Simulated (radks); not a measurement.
Values are calculated unless marked as measured or tabulated.
Task: All-electron atom: Fe+ in [Ar] 3d4 4s1 4p2 (not the ground configuration). Level of theory: Dirac Kohn-Sham, PBEsol, spin-unpolarised, spherical densities, finite nucleus; open shells fill j = l - 1/2 first; Fermi nuclear charge, rms radius 3.7377 fm (a radial shooting solver on a logarithmic mesh with Libxc functionals). Some entries of the table are withheld. Estimate them.

| orbital | occ. | eigenvalue (eV) | <r^2> (bohr^2) | r(max) (bohr) |
|---|---|---|---|---|
| 1s1/2 | 2 | -7016.110 | 0.004602 | (1) |
| 2s1/2 | 2 | -846.3524 | 0.08423 | 0.2227 |
| 2p1/2 | 2 | -733.6854 | (2) | 0.1782 |
| 2p3/2 | 4 | -721.2384 | (3) | 0.1807 |
| 3s1/2 | 2 | -118.8214 | 0.7329 | (4) |
| 3p1/2 | 2 | -85.6206 | 0.8061 | 0.7014 |
| 3p3/2 | 4 | -83.9928 | 0.8224 | 0.7083 |
| 3d3/2 | 4 | -30.6411 | 1.143 | 0.6787 |
| 3d5/2 | 0 | -30.4500 | 1.151 | 0.6809 |
| 4s1/2 | 1 | -17.2254 | (5) | 2.074 |
| 4p1/2 | 2 | (6) | 9.262 | 2.425 |
| 4p3/2 | 0 | (7) | 9.417 | 2.447 |

Result: 
(1) 1s1/2 r(max) (bohr): 0.03829
(2) 2p1/2 <r^2> (bohr^2): 0.06719
(3) 2p3/2 <r^2> (bohr^2): 0.06881
(4) 3s1/2 r(max) (bohr): 0.6966
(5) 4s1/2 <r^2> (bohr^2): 6.478
(6) 4p1/2 eigenvalue (eV): -10.9486
(7) 4p3/2 eigenvalue (eV): -10.8126
